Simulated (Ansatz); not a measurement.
Species: BGeH4, charge 0, doublet. BGeH4 (SMILES [BH][GeH3], doublet).
B3LYP-D3(BJ)/def2-TZVP minimum from Ansatz (a first-principles code):
```
Ge
H 1 1.5389
H 1 1.5432 2 107.65
H 1 1.5456 2 108.01 3 -116.29
B 1 2.0408 2 110.93 3 115.86
H 5 1.1869 1 136.97 2 141.72
```
Charge 0, spin multiplicity 2.

Total energies in cc-pVTZ, 11 correlated electrons, 15 frozen orbitals. Open shells are spin-unrestricted; no spin-orbit coupling. Correlated methods leave the cores frozen (noble-gas shells, and filled d and f shells in the p block). No relativity.

```json
[
 {"method": "HF", "program": "Ansatz", "energy (Eh)": "-2102.32928", "minus CCSDT(Q) (mEh)": "245.16"},
 {"method": "MP2", "program": "Ansatz", "energy (Eh)": "-2102.52671", "minus CCSDT(Q) (mEh)": "47.73"},
 {"method": "CCSD", "program": "Ansatz", "energy (Eh)": "-2102.56608", "minus CCSDT(Q) (mEh)": "8.36"},
 {"method": "CCSD(T)", "program": "Ansatz", "energy (Eh)": "-2102.57298", "minus CCSDT(Q) (mEh)": "1.46"},
 {"method": "CCSDT(Q)", "program": "Ansatz", "energy (Eh)": "-2102.57444", "minus CCSDT(Q) (mEh)": "0.00"}
]
```

Rough core times of Ansatz's runs on a shared machine: CCSD(T) 40 s, CCSDT(Q) 90 min.
